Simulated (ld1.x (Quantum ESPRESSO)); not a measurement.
# Building the TM potential for Ti (PBE, scalar-relativistic).

ld1.x (Quantum ESPRESSO) 7.5 input, shortened:

```
&input
   title='Ti', zed=22., rel=1, dft='PBE', iswitch=3,
   config='[Ar] 3d2 4s1.5 4p0'
 /
 &inputp
   pseudotype=2, tm=.true., lloc=0,
   nlcc=.true., new_core_ps=.true., rcore=1.25
 /
3
3P  2  1   6.00   0.00  1.80  1.80  0.0
3D  3  2   2.00   0.00  1.60  1.60  0.0
3S  1  0   2.00   0.00  1.35  1.35  0.0
 &test
   configts(1)='3s2 3p6 3d2 4s1.5 4p0'
 /
```

Occupied shells without a wave of their own: 4s. They enter only through the test configuration that unscreens the potential, and ld1.x also counts them in the model core charge.

(1) Estimate the cutoffs (Ry, on a coarse ladder) from which the occupation-weighted sum of valence levels, in a spherical-Bessel basis at the reference potential, stays within 10 and 1 mRy of its value at 400 Ry.

(2) What does a ghost test show?

(3) Tests: 3s2 3p6 3d2 4s2 4p0; 3s2 3p6 3d2 4s1 4p0; 3s2 3p6 3d2 4s0 4p0; 3s2 3p6 3d3 4s1 4p0; 3s2 3p6 3d1 4s2 4p0; 3s2 3p6 3d2 4s0 4p1; 3s2 3p6 3d1 4s2 4p1. Which has the largest error in its energy relative to the reference configuration, and how large is it?

## Answers

(1) 80 Ry and 100 Ry.

(2) No extra level below or beside the all-electron valence levels (p, d, s, f tested).

(3) 3s2 3p6 3d2 4s0 4p0, with -990 meV (all-electron minus pseudo) on +17.98 eV.

ld1.x takes every shell without a wave as core, so the model core holds the 4s electrons as well and exchange and correlation see them twice. This cancels in the reference configuration, but the file is broken for other ones, and its errors say nothing about a proper core correction.
